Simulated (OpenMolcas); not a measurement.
## W5+: moving or changing the point charges

W5+ among 3 point charges of -2.5 e arranged as a planar triangle (D3h), 2.08 Å from the ion.

```yaml
Program: OpenMolcas 26.06
Method: "SS-CASPT2, IPEA 0.25 Eh, imaginary shift 0.1 Eh (closed shells correlated: 4f 5s 5p)"
Basis: ANO-RCC-VDZP [7s6p4d2f1g]
Scalar_Hamiltonian: DKH2, point nucleus
Active_space: 1 electron in 5 orbitals (5d)
State_averaging: 2S+1 = 2 even, 5 roots
Spin-orbit_coupling: state interaction with AMFI integrals over the reference wave functions
```

Runs around this geometry, states (labels of D3, the rotations of D3h). Energies in cm-1 above the lowest state or level, χT in cm3 K/mol.

```
R (Å)  q (e)  Ground state  First state of that spin  First gap with spin-orbit (degeneracies)  χT at 300 K
 1.88  -1.25           2A1                   2E 2090                               6720 (2, 2)        0.165
 1.72   -2.5           2A1                  2E 12480                              13140 (2, 2)        0.136
 2.08   -2.5           2A1                   2E 5720                               9380 (2, 2)        0.116
```

Taking the first state of the same spin as R^-n, n = -ln(5720 / 12480) / ln(2.08 / 1.72) = 4.1 between the shortest and longest distance.

Roots that are degenerate in the reference are averaged as groups; the widest CASPT2 spread within a group is 84 cm-1 (the 2-fold group of multiplicity 2 near 23100 cm-1 above the lowest state of its run, R = 2.08, q = -2.5). Shifts and gaps below about the spread of the groups concerned are not significant. Free-ion shares, where given, are those of the reference states; single-state CASPT2 does not remix them. Spin-orbit coupling mixes the spin-free states strongly: the lowest level takes only 51 % from its leading state, 2A1 (figures for R = 1.88, q = -1.25; the like holds for R = 2.08, q = -2.5). Point charges carry no covalency, so the field is a model and not that of real ligands. No measured value stands beside these numbers.
